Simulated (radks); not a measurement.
Excited configurations of Ce IV: one electron is placed in a higher orbital outside [Xe]. The ground configuration is [Xe] 4f1. Calculated with a radial shooting solver on a logarithmic mesh with Libxc functionals: scalar-relativistic Kohn-Sham, PBE, spin-polarised, spherical densities, finite nucleus; open shells are filled with parallel spins first (spin-orbit coupling, left out, can overturn this in heavy ions); Fermi nuclear charge, rms radius 4.8771 fm. Excitation = E - E(ground); binding = E(ion) - E, where the ion is the core of charge +4; n* = 4/sqrt(2 binding) in atomic units, and the quantum defect is n - n*.

| outer orbital | excitation (eV) | binding (eV) | n* | quantum defect | eigenvalue (eV) |
|---|---|---|---|---|---|
| 5d | 7.353 | 30.586 | 2.668 | 2.332 | -25.835 |
| 5f | 23.538 | 14.402 | 3.888 | 1.112 | -12.038 |
| 6s | 11.510 | 26.429 | 2.870 | 3.130 | -23.361 |
| 6p | 16.374 | 21.565 | 3.177 | 2.823 | -19.020 |
| 6d | 22.618 | 15.321 | 3.769 | 2.231 | -13.531 |
| 6f | 28.404 | 9.535 | 4.778 | 1.222 | -8.316 |
| 7s | 23.238 | 14.702 | 3.848 | 3.152 | -13.190 |
| 7p | 25.280 | 12.659 | 4.147 | 2.853 | -11.309 |
| 7d | 28.243 | 9.697 | 4.738 | 2.262 | -8.603 |
| 7f | 31.269 | 6.670 | 5.713 | 1.287 | -5.931 |

The Delta-SCF ionisation energy is 37.939 eV (NIST Atomic Spectra Database: 36.91 eV, semi-empirical). Self-interaction in the functional shifts the binding energies and quantum defects, so they are the method's values and not measured ones. Open shells are spherical and high-spin; term and fine-structure splittings are not resolved. Spin-orbit splitting is averaged out at the scalar-relativistic level.
